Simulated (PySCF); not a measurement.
C5H5Cl. Atoms are numbered in the order given.

```xyz
11

C      3.3265     0.9828     0.2070
C      2.4650     0.1379     0.1082
C      1.4059    -0.8692     0.0043
C      0.0444    -0.3258     0.3686
C     -0.9897    -0.3486    -0.4718
Cl    -2.5672     0.2618    -0.0662
H      4.0924     1.7303     0.2904
H      1.3869    -1.2840    -1.0180
H      1.6546    -1.7134     0.6745
H     -0.0724     0.1060     1.3670
H     -0.9305    -0.7531    -1.4856
```
Charge 0, spin multiplicity 1.

Coordinates come from a B3LYP-D3(BJ)/def2-SVP optimisation. The structure was generated by enumeration; whether it is a known compound was not checked. One conformer was computed; it need not be the lowest.

These are PySCF with B3LYP/def2-TZVP values and carry that method's errors.

ESP charges are fitted to the potential on shells at 1.4 to 2.0 van der Waals radii. Atomic charges (e):

```json
[
 {"atom": "C1", "Löwdin": "-0.11", "meta-Löwdin": "(withheld)", "ESP fit": "-0.59"},
 {"atom": "C2", "Löwdin": "-0.11", "meta-Löwdin": "(withheld)", "ESP fit": "0.22"},
 {"atom": "C3", "Löwdin": "-0.23", "meta-Löwdin": "-0.19", "ESP fit": "-0.32"},
 {"atom": "C4", "Löwdin": "-0.18", "meta-Löwdin": "-0.10", "ESP fit": "0.08"},
 {"atom": "C5", "Löwdin": "-0.46", "meta-Löwdin": "-0.12", "ESP fit": "-0.33"},
 {"atom": "Cl6", "Löwdin": "0.35", "meta-Löwdin": "-0.05", "ESP fit": "-0.06"},
 {"atom": "H7", "Löwdin": "0.13", "meta-Löwdin": "0.17", "ESP fit": "0.35"},
 {"atom": "H8", "Löwdin": "0.16", "meta-Löwdin": "(withheld)", "ESP fit": "0.15"},
 {"atom": "H9", "Löwdin": "0.16", "meta-Löwdin": "(withheld)", "ESP fit": "0.14"},
 {"atom": "H10", "Löwdin": "0.15", "meta-Löwdin": "(withheld)", "ESP fit": "0.12"},
 {"atom": "H11", "Löwdin": "0.13", "meta-Löwdin": "(withheld)", "ESP fit": "0.24"}
]
```

### Question
Complete the blanks. (An estimate is asked for; the answer gives what the named calculation found.)

### Answer

- C1, meta-Löwdin: -0.22
- C2, meta-Löwdin: -0.03
- H8, meta-Löwdin: 0.13
- H9, meta-Löwdin: 0.14
- H10, meta-Löwdin: 0.13
- H11, meta-Löwdin: 0.13

Computed Mayer and Wiberg (Löwdin basis) orders of the bonds:
```json
[
 {"bond": "C1–C2", "Mayer": "2.90", "Wiberg": "2.97"},
 {"bond": "C2–C3", "Mayer": "1.08", "Wiberg": "1.28"},
 {"bond": "C3–C4", "Mayer": "0.98", "Wiberg": "1.19"},
 {"bond": "C4–C5", "Mayer": "1.89", "Wiberg": "2.10"},
 {"bond": "C5–Cl6", "Mayer": "1.09", "Wiberg": "1.72"},
 {"bond": "C1–H7", "Mayer": "0.93", "Wiberg": "0.92"},
 {"bond": "C3–H8", "Mayer": "0.96", "Wiberg": "0.81"},
 {"bond": "C3–H9", "Mayer": "0.95", "Wiberg": "0.81"},
 {"bond": "C4–H10", "Mayer": "0.94", "Wiberg": "0.83"},
 {"bond": "C5–H11", "Mayer": "0.94", "Wiberg": "0.87"}
]
```
